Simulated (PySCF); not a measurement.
**Distorted geometries of Gd(P5)F2**

Gd(P5)F2 (singlet in the valence; each metal's 4f electrons, 7 of them, lie in its core potential, out of spins and levels). PySCF 2.14.0, RKS TPSS, Gd lcecp-1-SVP with ECP53, P def2-SVP, F def2-SVP; non-relativistic Hamiltonian with scalar-relativistic core potentials where named; density fitting; no spin-orbit coupling. Relaxed geometry:

```xyz
8

Gd    0.0031   -0.0042   -1.0391
P     1.7499    0.5194    1.6051
P     0.0382    1.8116    1.5767
P    -1.7306    0.6017    1.6173
P    -1.1066   -1.4425    1.5934
P     1.0389   -1.4955    1.5964
F     1.6316   -0.2404   -2.2216
F    -1.6452    0.2413   -2.1921
```

Question: Order these distorted geometries by energy above the relaxed one, lowest first.
A.
```xyz
8

Gd    0.0665    0.0319   -0.9478
P     1.6242    0.5376    1.4192
P     0.1066    1.7621    1.4673
P    -1.6649    0.7082    1.5555
P    -1.2004   -1.5369    1.6291
P     0.9247   -1.4736    1.6660
F     1.5377   -0.3156   -2.2154
F    -1.4150    0.2777   -2.0379
```
B.
```xyz
8

Gd   -0.1201   -0.0171   -1.0727
P     1.7285    0.4479    1.6798
P     0.1657    1.8410    1.6426
P    -1.6996    0.7288    1.6691
P    -1.1375   -1.6443    1.3910
P     0.8845   -1.3877    1.8007
F     1.6871   -0.1889   -2.3659
F    -1.5292    0.2117   -2.2087
```
C.
```xyz
8

Gd    0.0217    0.0090   -1.0335
P     1.7521    0.4947    1.5944
P     0.0711    1.8123    1.5443
P    -1.7218    0.6197    1.5958
P    -1.1449   -1.4218    1.6278
P     1.0527   -1.4667    1.6415
F     1.5963   -0.2915   -2.2339
F    -1.6480    0.2358   -2.2004
```

Answer: C (0.05 eV), A (1.25 eV), B (1.71 eV).

Question: Which forces (eV/Å) act in the one that lies 1.25 eV up?

Answer: 
```
Gd   2.78 -0.97  2.38
P    3.85 -2.19  0.97
P   -2.32  2.96  0.30
P   -1.59 -1.37  0.34
P    0.24  1.80  0.07
P    0.21 -0.71 -0.07
F    1.18 -0.27 -0.94
F   -4.35  0.75 -3.05
```
Forces carry noise of the integration grid, about 0.01 to 0.03 eV/Å.

No frequency check is given that shows the relaxed geometry to be a minimum. An lcecp potential fixes the number of 4f electrons, so in runs with it no electron can move into or out of that shell.
